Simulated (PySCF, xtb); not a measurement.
Ru(O)3(OH)2 (H₂O₅Ru), SMILES [OH][Ru](=[O])(=[O])(=[O])[OH], multiplicity 1. Other conformers were not sampled.

Harmonic wavenumbers (cm⁻¹) from xtb 6.7.1 with GFN2-xTB at its own minimum, in rising order: 60, 264, 268, 272, 307, 327, 363, 407, 449, 458, 501, 746, 782, 801, 805, 903, 3462, 3470.

What does PBE-D3(BJ)/def2-SVP (PySCF 2.14.0) give at its own minimum? (An estimate is asked for; the answer gives what the named calculation found.)

114, 236, 279, 282, 321, 336, 383, 533, 561, 575, 624, 853, 895, 942, 969, 1001, 3619, 3624. Paired by order, the mean absolute difference is 86 cm⁻¹ and the zero-point energies are 20.9 and 23.1 kcal/mol.
